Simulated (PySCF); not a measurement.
# A small calculation by hand: chemical shift, span and skew from a shielding tensor

3-methylidenefuran (C₅H₆O), SMILES C=C1C=COC1. Atoms are numbered in the order given.

```xyz
12

C      0.0352    -2.1526     0.0000
C      0.0558    -0.8089     0.0000
C      1.1972     0.1004     0.0000
C      0.7159     1.3612     0.0000
O     -0.6329     1.4575     0.0000
C     -1.1559     0.1128     0.0000
H      0.9631    -2.7288     0.0000
H     -0.9041    -2.7113     0.0000
H      2.2454    -0.1899     0.0000
H      1.2460     2.3143     0.0000
H     -1.7883    -0.0109    -0.8944
H     -1.7883    -0.0109     0.8944
```

Coordinates come from a B3LYP-D3(BJ)/def2-SVP optimisation. The values are those of a single conformer.

GIAO shieldings from KT2/pcSseg-1 (PySCF), non-relativistic, no solvent. The symmetric part of the tensor of C2 has the principal values -57.3, 43.7, 122.6 ppm. The same nucleus in TMS has σ = 185.1 ppm at this level (PySCF, at its B3LYP-D3(BJ)/def2-TZVP geometry).

Work out the isotropic shielding, the ¹³C shift against TMS, the span and the skew.


σ(iso) = (σ11 + σ22 + σ33)/3 = 36.3 ppm. δ = σ(ref) − σ(iso) = 185.1 − (36.3) = 148.8 ppm.
Span Ω = σ33 − σ11 = 179.9 ppm. Skew κ = 3(σ(iso) − σ22)/Ω = -0.12. Tumbling in solution averages the tensor to δ; in a static solid the shielding alone would spread this spin-1/2 line over Ω.
